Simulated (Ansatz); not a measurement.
Relaxation of BH₅SSe (8 atoms, charge 0, multiplicity 1), to a largest force component of 0.03 eV/Å in at most 50 steps.

All numbers below come from Ansatz 0.2.0, UKS PBE/def2-SVP.

```xyz
8
Properties=species:S:1:pos:R:3
B -0.664 -0.744 -0.622
S 0.894 -0.377 -1.559
H -0.612 -1.714 0.104
H -1.674 -0.109 -0.828
H 0.891 1.034 0.701
Se 0.088 1.236 1.957
H 0.441 0.710 -2.247
H 0.636 -0.036 2.493
```

Where does it end, and by what steps?

It converged. The force dipped under the threshold on the way, but the program's further checks kept it going. After 26 steps the energy has fallen by 0.144 eV; H5 moved furthest, 0.88 Å. Joined: B1–Se6 (3.34 → 2.34 Å).

| step | energy less start (eV) | largest force component (eV/Å) | accepted |
| --- | --- | --- | --- |
| 0 | 0.0000 | 0.893 | yes |
| 1 | -0.0338 | 0.627 | yes |
| 2 | -0.0231 | 0.526 | no |
| 3 | -0.0549 | 0.091 | yes |
| 4 | -0.0574 | 0.052 | yes |
| 5 | -0.0605 | 0.380 | yes |
| 6 | -0.0747 | 0.081 | yes |
| 7 | -0.0795 | 0.130 | yes |
| 8 | -0.0808 | 0.674 | yes |
| 9 | -0.0913 | 0.149 | yes |
| 10 | -0.0902 | 0.348 | no |
| 11 | -0.0975 | 0.054 | yes |
| 12 | -0.1003 | 0.099 | yes |
| 13 | -0.0994 | 0.086 | no |
| 14 | -0.1025 | 0.071 | yes |
| 15 | -0.1054 | 0.028 | yes |
| 16 | -0.1097 | 0.192 | yes |
| 17 | -0.1104 | 0.535 | yes |
| 18 | -0.1172 | 0.331 | yes |
| 19 | -0.1347 | 0.074 | yes |
| 20 | -0.1407 | 0.062 | yes |
| 21 | -0.1403 | 0.279 | no |
| 22 | -0.1389 | 0.154 | no |
| 23 | -0.1426 | 0.030 | yes |
| 24 | -0.1435 | 0.011 | yes |
| 25 | -0.1438 | 0.041 | yes |
| 26 | -0.1438 | 0.011 | yes |

```xyz
8
Properties=species:S:1:pos:R:3
B -0.651 -0.550 -0.386
S 0.826 -0.708 -1.486
H -0.962 -1.604 0.145
H -1.552 0.208 -0.706
H 0.548 1.745 1.083
Se -0.125 0.531 1.619
H 0.722 0.489 -2.129
H 1.195 -0.111 1.860
```

Time of the run: 28 s on 2 threads of Intel(R) Xeon(R) 6975P-C (Granite Rapids) (shared host), peak memory 0.17 GiB.
